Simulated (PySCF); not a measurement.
H6O2P2Si.

```xyz
11

O     -0.8270    -0.8377     1.5037
Si    -0.1694    -0.3359     0.0549
O     -0.3529    -1.4813    -1.1460
P      2.0804    -0.1385     0.2270
P     -1.2369     1.6274    -0.3331
H     -0.4576    -1.6466     1.8812
H     -1.2547    -1.6461    -1.4492
H      2.2181     0.4523    -1.0664
H      1.9992     1.1171     0.9044
H     -2.4964     1.0006    -0.6004
H     -0.8498     1.6428    -1.7096
```

The structure is a stationary point at B3LYP-D3(BJ)/def2-SVP. The structure was generated by enumeration, and PubChem lists no compound with its InChIKey, so it may never have been made. Other conformers were not sampled.

Method: B3LYP/pcSseg-1 in PySCF. Non-relativistic, no solvent.

### Question
Give the absolute GIAO shielding of each atom: isotropic value and principal components (ppm). (An estimate is asked for; the answer gives what the named calculation found.)

### Answer

```csv
atom,σ(iso),σ11,σ22,σ33,span
O1,246.7,209.1,263.1,267.9,58.8
Si2,312.4,291.7,311.8,333.7,42.0
O3,227.4,191.0,229.7,261.4,70.4
P4,547.7,497.4,566.7,579.0,81.7
P5,539.5,492.4,547.0,579.2,86.9
H6,29.4,22.6,24.3,41.4,18.8
H7,29.4,23.0,24.5,40.7,17.7
H8,29.7,25.4,27.5,36.1,10.7
H9,29.8,25.3,27.8,36.3,10.9
H10,29.5,25.1,27.0,36.5,11.4
H11,29.9,25.8,27.9,36.1,10.3
```
